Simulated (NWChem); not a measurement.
System: hydrogen iodide (HI); SMILES I

Input file for NWChem:

```
start job
memory heap 200 mb stack 900 mb global 1100 mb
geometry units angstroms
  I      0.000000     0.000000     0.052007
  H      0.000000     0.000000    -1.565186
end
basis spherical
  * library def2-svp
end
ecp
  I library def2-ecp
end
dft
  xc xpbe96 cpbe96
  iterations 150
end
driver
  maxiter 120
end
task dft optimize
dft
  grid fine
  convergence energy 1d-8 density 1d-7
end
task dft freq numerical
```

Excerpt of the output:

```
             Northwest Computational Chemistry Package (NWChem) 7.3.0
             --------------------------------------------------------

 ORDER OF PRIMARY AXIS IS BEING SET TO 4
 C4V symmetry detected

                             Geometry "geometry" -> ""
                             -------------------------

 Output coordinates in angstroms (scale by  1.889725989 to convert to a.u.)

  No.       Tag          Charge          X              Y              Z
 ---- ---------------- ---------- -------------- -------------- --------------
    1 I                   53.0000     0.00000000     0.00000000     0.02994802
    2 H                    1.0000     0.00000000     0.00000000    -1.58724498

 Effective nuclear repulsion energy (a.u.)      17.3426388792

      Symmetry information
      --------------------

 Group name             C4v
 Group number             18
 Group order               8
 No. of unique centers     2

                                Z-matrix (autoz)
                                --------

 Units are Angstrom for bonds and degrees for angles

      Type          Name      I     J     K     L     M      Value
      ----------- --------  ----- ----- ----- ----- ----- ----------
    1 Stretch                  1     2                       1.61719

                           NWChem Geometry Optimization
                           ----------------------------

 maximum gradient threshold         (gmax) =   0.000450
 rms gradient threshold             (grms) =   0.000300
 maximum cartesian step threshold   (xmax) =   0.001800
 rms cartesian step threshold       (xrms) =   0.001200
 fixed trust radius                (trust) =   0.300000
 source of zmatrix                         =   autoz

          -------------------
          Energy Minimization
          -------------------

 Using diagonal initial Hessian
 Scaling for Hessian diagonals: bonds = 1.00  angles = 0.25  torsions = 0.10

          --------
          Step   0

                                 NWChem DFT Module
                                 -----------------

 Summary of "ao basis" -> "ao basis" (spherical)
 ------------------------------------------------------------------------------
       Tag                 Description            Shells   Functions and Types
 ---------------- ------------------------------  ------  ---------------------
 I                          def2-svp                10       26   4s4p2d
 H                          def2-svp                 3        5   2s1p

      Symmetry analysis of basis
      --------------------------

        a1         13
        a2          0
        b1          2
        b2          2
        e          14

            General Information
            -------------------
          SCF calculation type: DFT
          Wavefunction type:  closed shell.
          No. of atoms     :     2
          No. of electrons :    26
           Alpha electrons :    13
            Beta electrons :    13
          Charge           :     0
          Spin multiplicity:     1
          Use of symmetry is: on ; symmetry adaption is: on
          Maximum number of iterations: 150
          AO basis - number of functions:    31
                     number of shells:    13
          Convergence on energy requested:  1.00D-06
          Convergence on density requested:  1.00D-05
          Convergence on gradient requested:  5.00D-04

              XC Information
              --------------
          PerdewBurkeErnzerhof Exchange Functional  1.000
            Perdew 1991 LDA Correlation Functional  1.000 local
           PerdewBurkeErnz. Correlation Functional  1.000 non-local

             Grid Information
             ----------------
          Grid used for XC integration:  medium
          Radial quadrature: Mura-Knowles
          Angular quadrature: Lebedev.
          Tag              B.-S. Rad. Rad. Pts. Rad. Cut. Ang. Pts.
          ---              ---------- --------- --------- ---------
          I                   1.40      123           7.0       590
          H                   0.35       45           7.0       434
          Grid pruning is: on
          Number of quadrature shells:   168
          Spatial weights used:  Erf1

      Superposition of Atomic Density Guess
      -------------------------------------

 Sum of atomic energies:        -347.62639888

      Non-variational initial energy
      ------------------------------

 Total energy =    -297.168365
 1-e energy   =    -534.099297
 2-e energy   =     228.750442
 HOMO         =      -0.350961
 LUMO         =       0.037860

      Symmetry analysis of molecular orbitals - initial
      -------------------------------------------------

 !! scf_movecs_sym_adapt:    4 vectors were symmetry contaminated

  Symmetry fudging

 !! scf_movecs_sym_adapt:    2 vectors were symmetry contaminated

  Numbering of irreducible representations:

     1 a1          2 a2          3 b1          4 b2          5 e

  Orbital symmetries:

     1 a1          2 a1          3 e           4 e           5 a1
     6 e           7 e           8 b2          9 b1         10 a1
    11 a1         12 e          13 e          14 a1         15 a1
    16 a1         17 e          18 e          19 e          20 e
    21 b2         22 b1         23 a1

   convergence    iter        energy       DeltaE   RMS-Dens  Diis-err
 ---------------- ----- ----------------- --------- --------- ---------
 d= 0,ls=0.0,diis     1   -298.2592045491 -3.06D+02  2.31D-02  1.22D-01
 d= 0,ls=0.0,diis     2   -298.2583719058  8.33D-04  1.29D-02  9.99D-02
 d= 0,ls=0.0,diis     3   -298.2771939878 -1.88D-02  3.63D-03  8.72D-03
 d= 0,ls=0.0,diis     4   -298.2789517903 -1.76D-03  5.59D-04  1.37D-04
 d= 0,ls=0.0,diis     5   -298.2789669976 -1.52D-05  8.90D-05  6.36D-06
 d= 0,ls=0.0,diis     6   -298.2789678376 -8.40D-07  1.92D-05  2.28D-07
 d= 0,ls=0.0,diis     7   -298.2789678814 -4.38D-08  1.01D-06  4.94D-10

         Total DFT energy =     -298.278967881382
      One electron energy =     -534.734942065076
           Coulomb energy =      250.826892198355
    Exchange-Corr. energy =      -22.551408052023
 Nuclear repulsion energy =        8.180490037363

 Numeric. integr. density =       25.999985353045

                  Occupations of the irreducible representations
                  ----------------------------------------------

                     irrep           alpha         beta
                     --------     --------     --------
                     a1                5.0          5.0
                     a2                0.0          0.0
                     b1                1.0          1.0
                     b2                1.0          1.0
                     e                 6.0          6.0

                       DFT Final Molecular Orbital Analysis
                       ------------------------------------

 Vector   11  Occ=2.000000D+00  E=-3.742799D-01  Symmetry=a1
              MO Center= -2.5D-16, -1.9D-16, -4.0D-01, r^2= 2.1D+00
   Bfn.  Coefficient  Atom+Function         Bfn.  Coefficient  Atom+Function
  ----- ------------  ---------------      ----- ------------  ---------------
    13      0.473180  1 I  pz                27     -0.391901  2 H  s
     3      0.277344  1 I  s                 16      0.261856  1 I  pz
     4      0.206916  1 I  s                 10     -0.193927  1 I  pz
    28     -0.181335  2 H  s                  7     -0.158145  1 I  pz
     1     -0.119086  1 I  s                  2     -0.115547  1 I  s

 Vector   12  Occ=2.000000D+00  E=-2.428943D-01  Symmetry=e
              MO Center=  1.5D-16, -1.3D-16,  4.5D-03, r^2= 2.0D+00
   Bfn.  Coefficient  Atom+Function         Bfn.  Coefficient  Atom+Function
  ----- ------------  ---------------      ----- ------------  ---------------
    12      0.569148  1 I  py                15      0.512799  1 I  py
     9     -0.231405  1 I  py                11     -0.228923  1 I  px
    14     -0.206258  1 I  px                 6     -0.187174  1 I  py
     8      0.093076  1 I  px                 5      0.075285  1 I  px

 Vector   13  Occ=2.000000D+00  E=-2.428943D-01  Symmetry=e
              MO Center= -3.8D-16, -7.8D-16,  4.5D-03, r^2= 2.0D+00
   Bfn.  Coefficient  Atom+Function         Bfn.  Coefficient  Atom+Function
  ----- ------------  ---------------      ----- ------------  ---------------
    11      0.569148  1 I  px                14      0.512799  1 I  px
     8     -0.231405  1 I  px                12      0.228923  1 I  py
    15      0.206258  1 I  py                 5     -0.187174  1 I  px
     9     -0.093076  1 I  py                 6     -0.075285  1 I  py

 Vector   14  Occ=0.000000D+00  E=-5.878462D-02  Symmetry=a1
              MO Center= -2.2D-16, -9.1D-17, -6.6D-01, r^2= 3.2D+00
   Bfn.  Coefficient  Atom+Function         Bfn.  Coefficient  Atom+Function
  ----- ------------  ---------------      ----- ------------  ---------------
    28      1.096950  2 H  s                 16      0.890407  1 I  pz
     4     -0.503603  1 I  s                 13      0.399986  1 I  pz
    27      0.383209  2 H  s                  3     -0.281883  1 I  s
    10     -0.161809  1 I  pz                 7     -0.128837  1 I  pz
    24      0.117719  1 I  d  0               2      0.113464  1 I  s

 Vector   15  Occ=0.000000D+00  E= 2.162243D-01  Symmetry=a1
              MO Center=  6.5D-17,  2.8D-16, -5.5D-01, r^2= 3.0D+00
   Bfn.  Coefficient  Atom+Function         Bfn.  Coefficient  Atom+Function
  ----- ------------  ---------------      ----- ------------  ---------------
     3      1.786998  1 I  s                  4     -1.545746  1 I  s
    27      0.464653  2 H  s                 24      0.390688  1 I  d  0
    28     -0.375605  2 H  s                  2     -0.314028  1 I  s
     1     -0.247893  1 I  s                 16      0.239234  1 I  pz
    19     -0.183097  1 I  d  0              13     -0.132402  1 I  pz

[...]

      ----------------------
      Optimization converged
      ----------------------

  Step       Energy      Delta E   Gmax     Grms     Xrms     Xmax
  ---- ---------------- -------- -------- -------- -------- --------
@    2    -298.27905506 -4.0D-08  0.00001  0.00001  0.00019  0.00033
                                     ok       ok       ok       ok

                                Z-matrix (autoz)
                                --------

 Units are Angstrom for bonds and degrees for angles

      Type          Name      I     J     K     L     M      Value     Gradient
      ----------- --------  ----- ----- ----- ----- ----- ---------- ----------
    1 Stretch                  1     2                       1.63328   -0.00001

                         Geometry "geometry" -> "geometry"
                         ---------------------------------

 Output coordinates in angstroms (scale by  1.889725989 to convert to a.u.)

  No.       Tag          Charge          X              Y              Z
 ---- ---------------- ---------- -------------- -------------- --------------
    1 I                   53.0000     0.00000000     0.00000000     0.03799038
    2 H                    1.0000     0.00000000     0.00000000    -1.59528734

 Effective nuclear repulsion energy (a.u.)      17.1718463844

      Symmetry information
      --------------------

 Group name             C4v
 Group number             18
 Group order               8
 No. of unique centers     2

                Final and change from initial internal coordinates
                --------------------------------------------------

                                Z-matrix (autoz)
                                --------

 Units are Angstrom for bonds and degrees for angles

      Type          Name      I     J     K     L     M      Value       Change
      ----------- --------  ----- ----- ----- ----- ----- ---------- ----------
    1 Stretch                  1     2                       1.63328    0.01608

 ==============================================================================
                                internuclear distances
 ------------------------------------------------------------------------------
       center one      |      center two      | atomic units |  angstroms
 ------------------------------------------------------------------------------
    2 H                |   1 I                |     3.08645  |     1.63328
 ------------------------------------------------------------------------------
                         number of included internuclear distances:          1
 ==============================================================================

[second-derivative integrals and response iterations left out]

  Vibrational analysis via the FX method

  See chapter 2 in "Molecular Vibrations" by Wilson, Decius and Cross

  Vib: Default input used

 ---------------------------- Atom information ----------------------------
     atom    #        X              Y              Z            mass
 --------------------------------------------------------------------------
    I        1  0.0000000D+00  0.0000000D+00  7.1791410D-02  1.2690040D+02
    H        2  0.0000000D+00  0.0000000D+00 -3.0146560D+00  1.0078250D+00
 --------------------------------------------------------------------------

[unprojected Hessian and modes left out]

        Vibrational analysis via the FX method
  --- with translations and rotations projected out ---
  --- via the Eckart algorithm                      ---
 Dependent rotation vector no.                    3
  found in ECKART; assuming linear geometry
 Projected Nuclear Hessian trans-rot subspace norm:9.1835D-41
                         (should be close to zero!)

[projected Hessian left out]

 Rotational Constants
 --------------------
 A=   0.000000 cm-1  (  0.000000 K)
 B=   6.320193 cm-1  (  9.093145 K)
 C=   6.320193 cm-1  (  9.093145 K)

 Temperature                      =   298.15K
 frequency scaling parameter      =   1.0000

 Linear Molecule

 Zero-Point correction to Energy  =    3.202 kcal/mol  (  0.005102 au)
 Thermal correction to Energy     =    4.682 kcal/mol  (  0.007462 au)
 Thermal correction to Enthalpy   =    5.275 kcal/mol  (  0.008406 au)

 Total Entropy                    =   49.353 cal/mol-K
   - Translational                =   40.434 cal/mol-K (mol. weight = 127.9082)
   - Rotational                   =    8.919 cal/mol-K (symmetry #  =        1)
   - Vibrational                  =    0.000 cal/mol-K

 Cv (constant volume heat capacity) =    4.970 cal/mol-K
   - Translational                  =    2.979 cal/mol-K
   - Rotational                     =    1.986 cal/mol-K
   - Vibrational                    =    0.005 cal/mol-K

[normal modes left out]

 ----------------------------------------------------------------------------
 Normal Eigenvalue ||           Projected Infra Red Intensities
  Mode   [cm**-1]  || [atomic units] [(debye/angs)**2] [(KM/mol)] [arbitrary]
 ------ ---------- || -------------- ----------------- ---------- -----------
    1       -0.000 ||    0.000000           0.000         0.000       0.000
    2        0.000 ||    0.000048           0.001         0.047       0.211
    3        0.000 ||    0.000048           0.001         0.047       0.211
    4        0.000 ||    0.006068           0.140         5.915      26.598
    5        0.000 ||    0.006068           0.140         5.915      26.598
    6     2240.769 ||    0.001456           0.034         1.419       6.382
 ----------------------------------------------------------------------------
```

Level: PBE/def2-SVP with def2 effective core potentials on I. def2 effective core potentials on I; no spin-orbit coupling.
